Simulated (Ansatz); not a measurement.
C$_{2}$H$_{5}$FSSiZn (`F[SiH]1CC[S][Zn]1`). Total charge 0; spin multiplicity 1.

Cartesian coordinates in Å:
```
F 1.788 0.431 -1.829
Si 0.217 0.550 -1.495
C -0.256 -0.678 -0.135
C 0.081 -0.280 1.315
S -0.722 1.248 1.994
Zn -0.381 2.211 0.046
H -0.511 0.235 -2.751
H 0.204 -1.651 -0.349
H -1.341 -0.816 -0.226
H -0.240 -1.074 1.991
H 1.160 -0.175 1.439
```

(1) What are the harmonic wavenumbers in cm⁻¹ at PBE0-D4/def2-TZVP (Ansatz, finite differences of forces, unscaled)? (Estimate.)

(2) Is this a minimum?

(3) Give the ideal-gas thermochemistry at 298.15 K and 1 bar (rigid rotor, harmonic oscillator; point group C1, symmetry number 1).

(4) Rotational constants (cm⁻¹)?

## Answers

(1) The calculation gave: 72, 131, 164, 186, 274, 331, 374, 425, 593, 620, 666, 778, 814, 858, 897, 988, 1101, 1152, 1279, 1290, 1408, 1481, 2225, 3023, 3068, 3080, 3120.

(2) Yes, all 27 modes are real.

(3) Zero-point energy 181.8 kJ/mol; H(298) − E = 204.8 kJ/mol; entropy 373.3 J/(mol·K), of which translation 173.2, rotation 121.4, vibration 78.7; G(298) − E = 93.5 kJ/mol. Modes under 100 cm⁻¹ are hindered rotations or soft bends, so the harmonic entropy is rough.

(4) 0.08424, 0.0431, 0.03208.
